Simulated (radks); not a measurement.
Results of a calculation; reference values are marked as such.
Q: Ionisation of Mn+, [Ar] 3d5 4s1, to Mn2+, [Ar] 3d5, under several functionals. Non-relativistic Kohn-Sham, spin-polarised, spherical densities, point nucleus; open shells are filled with parallel spins first; a radial shooting solver on a logarithmic mesh with Libxc functionals. Known Delta-SCF values: TASK exchange with Perdew-Wang LDA correlation 15.490 eV; revTPSS 15.775 eV; exchange-only B88 15.833 eV. What does Wu-Cohen GGA give, and what is its highest occupied eigenvalue?

A: 16.122 eV by Delta-SCF; the 4s eigenvalue is -12.543 eV. NIST: 15.640 eV (measured).
